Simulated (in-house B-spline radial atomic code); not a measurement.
**Sr2+: [Ar] 3d10 4s2 4p6**

Computed with an all-electron radial atomic-structure program (B-spline basis): Dirac-Kohn-Sham BP86, spherical fractional occupations, Fermi nucleus of rms radius 4.224 fm.

Effective charges: Z_r = [3n² - l(l+1)]/(2<r>) from the radius, Z_e = n√(-2ε) from the energy, and Slater's rules. Values are occupation-weighted means over j. An effective charge above Z reflects the relativistic contraction of the inner shells.

```tsv
shell	electrons	ε (eV)	<r> (bohr)	Z_r	Z_e	Slater
1s	2	-15949	0.03916	38.31	34.24	37.70
2s	2	-2171.5	0.1722	34.85	25.27	33.85
2p	6	-1931.8	0.1502	33.28	23.83	33.85
3s	2	-347.78	0.4919	27.45	15.17	26.75
3p	6	-270.34	0.4983	25.09	13.37	26.75
3d	10	-142.13	0.4983	21.07	9.70	16.85
4s	2	-54.813	1.351	17.76	8.03	10.25
4p	6	-36.613	1.547	14.87	6.56	10.25
```

The least bound orbital is 4p3/2 at -36.22 eV, and it is also the most diffuse (<r> = 1.557 bohr).

Spin-orbit splittings of the orbital energies (j = l + 1/2 above j = l - 1/2 when positive): 2p 68.44 eV, 3p 10.49 eV, 3d 1.831 eV, 4p 1.188 eV.

For the 1s electron the small component carries 1.91 % of the norm, the zero-frequency Breit interaction raises the level by 28.1 eV, self-energy by 15.07 eV, and vacuum polarisation lowers it by 1.624 eV.
